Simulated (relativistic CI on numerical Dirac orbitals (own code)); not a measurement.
## Line list: Electric-dipole lines, Sn I

Computed by Dirac-Coulomb-Breit CI, orbitals from a KLI potential per configuration, a model potential for QED, valence Slater integrals scaled by 0.85, configuration energies shifted to the measured levels that pair with them (semi-empirical) (own radial code, finite nucleus).

Configurations in the expansion (outside the closed core [Kr] 4d10): 5s²5p², 5s²5p6s, 5s5p³, 5s²5p6p, 5s²5p5d, 5s²5p7s, 5s²5p7p, 5s²5p6d, 5s²5p4f, 5s²5d², 5s²5p7d, 5s²5p5f, 5s²5p5g, 5s²5p6f, 5s²5p7f, 5p⁴, 5s5p²5d. Levels of other configurations are missing.

| λ vac (Å) | Lower | Upper | A (s⁻¹) | gf | Branching (%) |
| --- | --- | --- | --- | --- | --- |
| 2243.0 | 5s²5p² ³P0 [1] | 5s²5p5d ³D°1 [17] | 1.51e+08 | 3.42e-01 | 67.8 |
| 2325.9 | 5s²5p² ³P1 [2] | 5s²5p5d ³D°1 [17] | 5.21e+07 | 1.27e-01 | 23.4 |
| 2423.0 | 5s²5p² ³P2 [3] | 5s²5p5d ³D°1 [17] | 3.33e+05 | 8.79e-04 | 0.1 |
| 10953.1 | 5s²5p6s ³P°2 [8] | 5s²5p6p ³S1 [24] | 2.50e+07 | 1.35e+00 | 90.7 |
| 11338.9 | 5s²5p6s ³P°1 [7] | 5s²5p6p ³P0 [14] | 2.67e+07 | 5.14e-01 | 98.8 |
| 11428.3 | 5s²5p6s ¹P°1 [9] | 5s²5p6p ¹D2 [25] | 2.33e+07 | 2.28e+00 | 84.7 |
| 11580.3 | 5s²5p6s ³P°2 [8] | 5s²5p6p ³P2 [21] | 2.41e+07 | 2.42e+00 | 91.0 |
| 11739.7 | 5s²5p6s ³P°1 [7] | 5s²5p6p ³D2 [13] | 2.49e+07 | 2.58e+00 | 100.0 |
| 11816.1 | 5s²5p6s ³P°2 [8] | 5s²5p6p ³D3 [20] | 2.38e+07 | 3.48e+00 | 99.7 |
| 12682.3 | 5s²5p6s ³P°0 [6] | 5s²5p6p ³D1 [11] | 6.07e+06 | 4.39e-01 | 31.9 |
| 13204.0 | 5s²5p6s ³P°1 [7] | 5s²5p6p ³D1 [11] | 1.29e+07 | 1.01e+00 | 67.5 |

Terms are leading LS components. Brackets give the number of a level in order of energy, since labels repeat. The list gives strong lines, with weight on those to low levels, without configurations that were not tied to measured data, without lines whose two gauges differ by over a factor of 2.5, among the lowest 92 of 209 levels, so that lines to higher ones, which can be the strongest, are missing, and without lines across small gaps between configurations, and without 45 lines that miss the measured interval by over 3.5 %, start from a term whose rates miss tabulated ones by over 60 %, have gauges far apart or, lacking measured levels, span too small a gap for the errors found; lines with a level outside our table were not tested and can miss by more. Levels whose partners in the same complex of configurations lie outside the list can be far off, and so can their lines. Rates are taken at the computed energies, electric ones in the length gauge.

Configurations whose levels could be paired with our table of measured levels were shifted onto them, all but the ground configuration, by the median error of their levels; single terms can still be off by 1,000 to 2,000 cm⁻¹ or more, and rates follow the energies as ν³ (E1, M1) or ν⁵ (E2). The others borrow a shift and can be off by several thousand cm⁻¹ or more. The fine structure of a lone outer electron comes out too small, for d and f at times inverted, and misplaced configurations move strength between like terms. 23 of the 31 excited levels that our extract of the measured tables holds in this range could be paired (the sources list more); they are missed by 165 cm⁻¹ on average and 1610 at most, after the shifts were fitted to these levels, and levels without a partner can miss by more.

LS names give the leading component of a level, which can be under half, so a name can repeat, a term be missing and a line seem to break the LS rules.
